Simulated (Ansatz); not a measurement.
SiH$_{4}$Cl$_{2}$O, closed shell: at the start structure of a reaction step.

Input (in.yaml):

```yaml
crystal:
  periodic: [false, false, false]
  atoms:
    - {symbol: Si, position_ang: [-0.553011, 0.462121, -1.055773]}
    - {symbol: O, position_ang: [0.646941, 0.878473, -0.050871]}
    - {symbol: Cl, position_ang: [-0.197391, -1.355032, -1.918090]}
    - {symbol: Cl, position_ang: [-2.333634, 0.327177, -0.064185]}
    - {symbol: H, position_ang: [-0.640846, 1.494899, -2.093873]}
    - {symbol: H, position_ang: [1.359063, -1.248660, 2.033079]}
    - {symbol: H, position_ang: [0.871127, -0.868198, 2.453311]}
    - {symbol: H, position_ang: [0.847752, 0.309120, 0.696402]}
basis:
  gaussian: {orbitals: def2-SVP}
correlation: {method: ccsd_t}
```

Run by:

```bash
ansatz run in.yaml --threads 4 --pin off --events-out ev --progress --plain --max-ram 9574MiB
```

What Ansatz 0.2.0 printed:

```
Functional definition: HF
  name "HF"
  cite "Fock, Z. Phys. 61, 126 (1930) doi:10.1007/BF01340294"
  parent pbe
  exchange = exact_x
  correlation = 0
819 factors; integrals over basis functions are off by at most 1.2e-3 eV
mean field evaluation 1: about -34958.7583 eV, gradient 3.4e1 eV
mean field evaluation 2: about -34958.7600 eV, gradient 3.4e1 eV
mean field evaluation 4: about -34961.1990 eV, gradient 2.3e0 eV
mean field evaluation 8: about -34961.2184 eV, gradient 9.2e-5 eV
mean field evaluation 16: about -34961.2158 eV, gradient 1.3e-1 eV
mean field -34961.21840470 eV, -1284.8010788077 hartree, gradient 1.3e-6 eV, S^2 0.000000; 0 other end points of the search recorded, 0 dependent functions left out
16 core orbitals not correlated: weight in the atoms' cores, before any rotation towards them, 1.000 or more for the frozen orbitals, at most 0.000 for the correlated occupied ones
reference -34961.21840470 eV, -1284.8010788077 hartree; 14, 14 occupied and 58, 58 virtual orbitals, 819 factors
second order -15.52430815 eV of doubles, -0.00000000 eV of singles
cycle   1  -16.30712935 eV  change   -7.8e-1 eV  update   8.1e-2
cycle   2  -16.66257646 eV  change   -3.6e-1 eV  update   2.3e-2
cycle   3  -16.73769018 eV  change   -7.5e-2 eV  update   1.1e-2
cycle   4  -16.73551561 eV  change    2.2e-3 eV  update   2.1e-3
cycle   5  -16.73487494 eV  change    6.4e-4 eV  update   7.7e-4
cycle   6  -16.73484698 eV  change    2.8e-5 eV  update   2.4e-4
cycle   7  -16.73474833 eV  change    9.9e-5 eV  update   7.0e-5
cycle   8  -16.73475412 eV  change   -5.8e-6 eV  update   1.9e-5
perturbative correction -0.32975502 eV, -0.0121182734 hartree
Total energy: -34978.28291383 eV, -1285.4281879516 hartree
```

The run took about 1.6 s on 4 CPU threads of an Arm Neoverse V2 (shared host).
